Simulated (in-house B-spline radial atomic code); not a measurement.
Values are calculated unless marked as measured or tabulated.
**In in an electron gas of r_s = 2.67: phase shifts, screening, friction and resistivity**

A nucleus sits in a uniform electron gas with a rigid positive background. The Kohn-Sham equations are solved self-consistently in the spin-unpolarised LDA (PW92), non-relativistic, on B-splines with outgoing waves at the boundary and partial waves to l = 8. The model has no lattice, no bands and no magnetic solution. Atomic units; δ_l are the phase shifts at the Fermi level, counted so that each bound state adds π, and good to about 0.0005.

The density parameter is r_s = 2.67 bohr, near that of the valence electrons of Cu (1 per atom, density 8.96 g/cm³, mass 63.55 u, which gives r_s = 2.67).

```
l  δ_l (rad)
0    13.2861
1    10.4266
2     6.4168
3     0.0390
4     0.0048
5     0.0005
6     0.0001
7     0.0001
8     0.0001
```

Bound levels below the band bottom (hartree): d -15.81, s -3.748, p -2.482, d -0.4195, s -0.04901 and deeper ones.

(1) Check the Friedel sum rule, and say where the screening charge sits.

(2) Find the transport cross section and the electronic stopping of a 5 keV In ion (mass 114.82 u).

(3) What residual resistivity would 1 atomic per cent of such centres give in Cu?

(4) On a substitutional site the background of one host ion, a sphere holding 1 charge, is taken out. The phase shifts for l = 0 to 4 become 13.1096, 10.1249, 6.3420, 0.0245, 0.0032. What follows?

## Answers

(1) k_F = (9π/4)^(1/3)/r_s = 0.71879. The rule is Z = (2/π) Σ (2l + 1) δ_l. The terms are s 8.458, p 19.913, d 20.425, f 0.174 and 0.034 beyond, in all 49.005 against Z = 49. Bound states hold 10 s, 18 p, 20 d electrons, so the scattering states carry 1.00 in all; where a term is smaller than its bound count, the bound level has drawn weight out of the band.

(2) σ_tr = (4π/k_F²) Σ (l + 1) sin²(δ_l − δ_(l+1)). The terms for l = 0 to 3 are 0.0775, 1.1649, 0.0268, 0.0047, all together 1.2739, so σ_tr = 24.323 × 1.2739 = 30.985 bohr². With n = 3/(4π r_s³) = 0.01254, the friction coefficient is Q = n k_F σ_tr = 0.2793. For v well below v_F = 0.719, dE/dx = Q v; with 24801 eV per u at v = 1, v = √(5000/(24801 × 114.82)) = 0.0419, so dE/dx = 0.01170 hartree/bohr = 6.02 eV/nm. The largest term couples the p and d waves.

(3) Δρ = k_F n_i σ_tr/n in atomic units of 21.74 μΩ·cm. With one host atom per 1 electron, n_i/n = 0.01/1, so Δρ = 0.7188 × 0.01000 × 30.985 × 21.74 = 4.84 μΩ·cm. This is an atom added to the gas, as on an interstitial site.

(4) The Friedel sum is now 48.00, for Z − 1 = 48. The sum in σ_tr is 0.7456, so σ_tr = 18.13 bohr² and Δρ = 2.83 μΩ·cm per atomic per cent, 0.59 times the value above. A real host ion scatters too, so this model doesn't give zero even for the host's own atom.
